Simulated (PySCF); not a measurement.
# S⁻ (sulfur, charge -1) across methods

[Ne] 3s2 3p5, 2P determinant. All numbers are calculated (PySCF 2.14, the spin-free X2C one-electron Hamiltonian (Gaussian nucleus), in aug-cc-pCVQZ-DK).

```csv
method,E (hartree),mean ε 3s β (eV),mean ε 3p α (eV),mean ε 3p β (eV),Σ⟨r²⟩ (bohr²),⟨S²⟩
LDA,-397.9073,-8.571,0.329,1.019,45.58,0.753
M06-2X,-399.2851,-11.665,-1.698,-0.881,43.83,0.755
r2SCAN0,-399.2563,-10.305,-0.845,-0.009,43.60,0.759
r2SCAN,-399.2618,-8.685,0.198,0.969,44.24,0.759
PBE0,-399.1509,-10.120,-0.654,0.124,44.08,0.756
PBE,-399.1238,-8.404,0.434,1.119,45.44,0.755
PBEsol,-398.4782,-8.373,0.457,1.157,45.30,0.755
```

Problem. Estimate the same row for UHF.

Solution. E (hartree) = -398.62623; mean ε 3s β (eV) = -14.539; mean ε 3p α (eV) = -3.492; mean ε 3p β (eV) = -2.313; Σ⟨r²⟩ (bohr²) = 43.25; ⟨S²⟩ = 0.764.

The highest occupied level is positive at LDA, r2SCAN, PBE0, PBE, PBEsol: only the finite basis holds that electron, which in a density functional comes from self-interaction.
